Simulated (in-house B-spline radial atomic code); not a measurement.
Radial electron density of the rhodium ion Rh⁶⁺, [Kr] 4d3. Method: Dirac-Hartree-Fock, average of configuration, Fermi nucleus of rms radius 4.4945 fm. Calculated with a B-spline radial code for spherical atoms.

Columns: r (bohr), 4πr²n(r) (electrons per bohr), bar.

```
 0.00118    1.437 #
 0.00143    2.021 #
 0.00174    2.847 ##
 0.00212    3.996 ##
 0.00257    5.521 ###
 0.00313    7.618 #####
  0.0038    10.35 ######
 0.00462     13.9 #########
 0.00561    18.36 ###########
 0.00682    23.82 ###############
 0.00829    30.19 ###################
  0.0101    37.31 #######################
  0.0122    44.24 ###########################
  0.0149    50.88 ###############################
  0.0181    55.66 ##################################
   0.022    57.85 ####################################
  0.0267    57.06 ###################################
  0.0325    53.92 #################################
  0.0395    50.45 ###############################
   0.048    49.46 ##############################
  0.0583    53.09 #################################
  0.0709    61.01 #####################################
  0.0861    69.12 ##########################################
   0.105    71.69 ############################################
   0.127    65.69 ########################################
   0.155    54.24 #################################
   0.188    46.77 #############################
   0.228    48.51 ##############################
   0.278    55.23 ##################################
   0.337    55.52 ##################################
    0.41    44.04 ###########################
   0.498    27.51 #################
   0.606    16.44 ##########
   0.736    13.98 #########
   0.895    14.34 #########
    1.09    12.08 #######
    1.32    7.546 #####
    1.61    3.316 ##
    1.95     1.08 #
    2.37   0.2422 
    2.88  0.03617 
    3.51  0.00312 
    4.26 0.0001474
```

On this grid the curve has 4 maxima, near 0.022, 0.105, 0.337, 0.895 bohr.

The 4d3/2 radial function P(r) = rR(r), positive near the nucleus, with its small component Q(r) (sign convention: Q ≈ (P' + κP/r)/2c):

```tsv
r (bohr)	P	Q
0.0122	0.001568	0.002012
0.0181	0.004486	0.003955
0.0267	0.0123	0.007346
0.0395	0.03237	0.01281
0.0583	0.07871	0.02017
0.0861	0.1719	0.02761
0.127	0.3203	0.03062
0.188	0.4755	0.02403
0.278	0.48	0.00789
0.41	0.1568	-0.00876
0.606	-0.4582	-0.0155
0.895	-0.9521	-0.01044
1.32	-0.9017	-0.002655
1.95	-0.4495	0.0005954
2.88	-0.09967	0.0004006
4.26	-0.006751	3.943e-05
```
